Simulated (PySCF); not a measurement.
Indirect couplings

Geometry:
| atom | x (Å) | y (Å) | z (Å) |
| --- | --- | --- | --- |
| C1 | -2.155 | 0.352 | 0.940 |
| N2 | -1.361 | 0.718 | -0.208 |
| Ge3 | -0.352 | -0.548 | -1.083 |
| C4 | 1.118 | -1.004 | 0.116 |
| Ge5 | 1.801 | 0.569 | 1.065 |
| H6 | -2.482 | 1.248 | 1.494 |
| H7 | -3.061 | -0.248 | 0.713 |
| H8 | -1.548 | -0.239 | 1.646 |
| H9 | -1.835 | 1.375 | -0.819 |
| H10 | 0.163 | 0.138 | -2.362 |
| H11 | -1.166 | -1.816 | -1.455 |
| H12 | 1.934 | -1.462 | -0.465 |
| H13 | 0.788 | -1.754 | 0.852 |
| H14 | 3.167 | 0.230 | 1.703 |
| H15 | 2.002 | 1.742 | 0.088 |
| H16 | 0.836 | 0.992 | 2.186 |

Indirect spin–spin couplings were computed at B3LYP/pcJ-1 (pcSseg-1 on Ge) (spin–dipole term only in couplings to heteroatoms) (PySCF) on a PBE0-D3(BJ)/def2-SVP structure, for the isolated molecule, without vibrational or relativistic corrections. Couplings are averaged over pairs made equivalent by symmetry, fast rotation or ring inversion, so a value needn't be that of the named pair in this geometry, while other rotamers aren't included; one pair stands for each set, and the list holds those of at least 0.8 Hz over up to four bonds.

Isotopes: $^{13}$C, $^{1}$H, $^{15}$N.

```json
{"pair": "C1, N2", "bonds": "1", "J (Hz)": "-6.9"}
{"pair": "C1, H6", "bonds": "1", "J (Hz)": "138.5"}
{"pair": "N2, H9", "bonds": "1", "J (Hz)": "-77.5"}
{"pair": "C4, H12", "bonds": "1", "J (Hz)": "136.3"}
{"pair": "N2, C4", "bonds": "2", "J (Hz)": "-5.8"}
{"pair": "N2, H6", "bonds": "2", "J (Hz)": "-1.5"}
{"pair": "N2, H10", "bonds": "2", "J (Hz)": "?"}
{"pair": "C4, H10", "bonds": "2", "J (Hz)": "?"}
{"pair": "C4, H14", "bonds": "2", "J (Hz)": "?"}
{"pair": "H6, H7", "bonds": "2", "J (Hz)": "?"}
{"pair": "H10, H11", "bonds": "2", "J (Hz)": "22.3"}
{"pair": "H12, H13", "bonds": "2", "J (Hz)": "-13.7"}
{"pair": "H14, H15", "bonds": "2", "J (Hz)": "?"}
{"pair": "C1, H10", "bonds": "3", "J (Hz)": "4.1"}
{"pair": "N2, H12", "bonds": "3", "J (Hz)": "-1.8"}
{"pair": "C4, H9", "bonds": "3", "J (Hz)": "?"}
{"pair": "H6, H9", "bonds": "3", "J (Hz)": "8.5"}
{"pair": "H9, H10", "bonds": "3", "J (Hz)": "?"}
{"pair": "H10, H12", "bonds": "3", "J (Hz)": "1.9"}
{"pair": "H10, H13", "bonds": "3", "J (Hz)": "3.2"}
{"pair": "H12, H14", "bonds": "3", "J (Hz)": "3.7"}
```

**Question.** Estimate the withheld couplings, with signs.

**Answer.** 
- $^{2}J$(N2,H10) = -4.0 Hz (mean over equivalent pairs that range from -7.0 to -0.9 Hz in this conformer)
- $^{2}J$(C4,H10) = 12.1 Hz (mean over equivalent pairs that range from 8.9 to 15.3 Hz in this conformer)
- $^{2}J$(C4,H14) = 7.1 Hz
- $^{2}J$(H6,H7) = -12.5 Hz (mean over equivalent pairs that range from -15.9 to -10.2 Hz in this conformer)
- $^{2}J$(H14,H15) = 11.3 Hz (mean over equivalent pairs that range from 8.4 to 13.1 Hz in this conformer)
- $^{3}J$(C4,H9) = 4.3 Hz (dihedral angle 150°)
- $^{3}J$(H9,H10) = -0.9 Hz (mean over equivalent pairs that range from -3.0 to 1.2 Hz in this conformer)

Relativistic effects of the heavier atoms present are left out.
